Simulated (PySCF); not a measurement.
# How the method changes the shape and vibrations of B2FH2N

These are calculations, not measurements. They come from PySCF 2.14.0, an open-source quantum chemistry program, on an isolated molecule that a program drew, which may never have been made. The molecule is B2FH2N (charge 0, singlet), drawn as the SMILES string `N=BBF`.

The geometry was optimised and harmonic frequencies were computed with HF and MP2, all in the cc-pVDZ basis, for the commonest isotopes, with a restricted reference for singlets and an unrestricted one otherwise, and a frozen core in MP2. Each result is a local minimum of its method.

Geometry at the HF minimum:
```xyz
6
B2FH2N, angstrom
N     0.1739   -1.5196    0.9490
B     0.1408   -0.3258    0.6631
B     0.1288    1.3415    0.3170
F    -0.5001    1.7800   -0.7647
H     0.1911   -2.4810    1.1650
H     0.6653    2.1601    1.0060
```

Lengths of the bonds as drawn, in Å (atoms numbered as above):
| bond | HF | MP2 |
|---|---|---|
| N1-B2 | 1.228 | 1.258 |
| B2-B3 | 1.703 | 1.695 |
| B3-F4 | 1.326 | 1.342 |
| N1-H5 | 0.986 | 1.002 |
| B3-H6 | 1.197 | 1.206 |

Rotational constants, in GHz:
| constant | HF | MP2 |
|---|---|---|
| A | 51.57 | 51.03 |
| B | 3.596 | 3.528 |
| C | 3.362 | 3.3 |

Harmonic frequencies in cm^-1, each column in rising order, so a row needn't be the same motion in every method:
```
rank,HF,MP2
1,195,172
2,293,250
3,503,454
4,526,482
5,600,528
6,772,?
7,923,885
8,1168,1126
9,1356,1312
10,2109,1921
11,2750,2678
12,4082,3862
```

**Estimate the missing MP2 frequency from the HF column.**

A single factor s that minimises the squared misfit of MP2 against s times HF over the other rows is sum(HF x MP2) / sum(HF^2) = 0.9483, with an rms misfit of 38 cm^-1. For rank 6 it gives 0.9483 x 772 = 732 cm^-1. The calculation gives 752 cm^-1, 20 cm^-1 above the estimate. The drawn bonds are on average 1.1 % longer in MP2 than in HF.
